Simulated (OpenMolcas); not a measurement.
# B+: effect of the level shift or regulariser

```json
{
  "Program": "OpenMolcas",
  "Basis": "ANO-R2 [4s4p2d1f]",
  "Scalar Hamiltonian": "X2C, finite nucleus",
  "Active space": "2 electrons in 8 orbitals (2s 2p 3s 3p)",
  "State averaging": "2S+1 = 3 even, 3 roots; 2S+1 = 1 even, 7 roots; 2S+1 = 3 odd, 3 roots; 2S+1 = 1 odd, 3 roots",
  "Spin-orbit coupling": "state interaction with AMFI integrals over the reference wave functions, term energies averaged over their components"
}
```

Methods on the same reference wave functions:
A. CASSCF
B. MS-CASPT2, IPEA 0.25 Eh, imaginary shift 0.1 Eh (closed shells correlated: 1s)
C. MS-CASPT2, IPEA 0.25 Eh, real shift 0.2 Eh (closed shells correlated: 1s)

Energies in cm-1 above 2s2 1S0, the measured ground level; measured values from NIST Handbook of Basic Atomic Spectroscopic Data.

```csv
Level,A,B,C,Measured
2s2 1S0,0.0,0.0,0.0,0.0
2s 2p 3P* 0,37783,37505,37518,37336
2s 2p 3P* 1,37790,37512,37525,37342
2s 2p 3P* 2,37805,37527,37540,37358
2s 2p 1P* 1,81911,75108,75213,73397
2p2 3P0,100071,99315,99319,98911
2p2 3P1,100078,99322,99327,98920
2p2 3P2,100093,99337,99341,98933
2p2 1D2,111586,104471,104736,102363
```

Deviations, from unrounded energies. A percentage is the sum of absolute deviations over the sum of measured energies, with the sign that they share, or ± where signs differ.

| Against measurement | Levels | A | B | C |
| --- | --- | --- | --- | --- |
| mean absolute deviation (cm-1) | 8 | 2800 | 690 | 750 |
| other configurations (%) | 8 | +3.9 | +0.9 | +1.0 |

B lies closest to measurement on these levels and A furthest from it. The largest miss of B in the table is 2p2 1D2, by +2100 cm-1. The ranking rests on the paired levels alone, and a cruder setting can come out closer through cancelling errors.

Between B and C the level of the table that moves most is 2p2 1D2, by 270 cm-1 (lowest in B, highest in C).

The lowest spin-free term lies below A's lowest term by 0.012 hartree in B, 0.012 hartree in C.

Active for correlation alone: 3p 3s; no level in the range computed is led by a configuration that fills them, so any true level of that kind is missing. Without dynamic correlation excited terms often stand tens of per cent too high (terms of higher spin than the ground term too low), and those without a measured partner can miss by more than the paired ones (holds for A). Computed and measured levels are paired by configuration, term and J; levels that our copy of the source lacks, or whose pairing is in doubt (as where it misses far off the trend of its configuration), stay unpaired and out of the deviations. Only configurations of the active space appear. Levels that lie high or do not pair safely by name in every column are left out.

* marks odd parity.
